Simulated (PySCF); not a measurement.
GeH2.
SMILES: `[GeH2]`

Method: PBE0-D3(BJ)/def2-SVP geometry optimisation, gas phase (PySCF 2.14.0).

Masses are those of the commonest isotopes; rigid-rotor values at the optimised geometry. 

Question: What are A, B and C (cm⁻¹)?

Answer: Ia = 2.47, Ib = 2.60, Ic = 5.07 u·Å²; 505379 MHz·u·Å²/I gives 204365, 194252 and 99590 MHz, that is A = 6.81689, B = 6.47954, C = 3.32197 cm⁻¹.

Question: What kind of rotor is it?

Answer: An asymmetric top; Ray's κ = 0.807.

Question: Give the coordinates in the principal-axis frame, origin at the centre of mass.

Answer: The sense of each axis is arbitrary; atoms in the order of the calculation.
```tsv
atom	mass (u)	a (Å)	b (Å)	c (Å)
Ge1	73.921	0.000	0.030	0.000
H2	1.008	1.136	-1.093	0.000
H3	1.008	-1.136	-1.093	0.000
```

Question: Where do the levels up to J = 2 lie, in K?

Answer: Above 0(0,0), as E/k:
J = 1: 1(0,1) 14.102, 1(1,1) 14.588, 1(1,0) 19.131
J = 2: 2(0,2) 38.212, 2(1,2) 38.249, 2(1,1) 51.878, 2(2,1) 53.334, 2(2,0) 57.429
Those of J = 1 are B + C, A + C and A + B.

The dipole components are |μa| = 0.00 D, |μb| = 0.01 D, |μc| = 0.00 D.

No PBE0-D3(BJ)/def2-SVP frequencies stand behind this structure, so it isn't proved a minimum. Zero-point vibration and centrifugal distortion are left out.
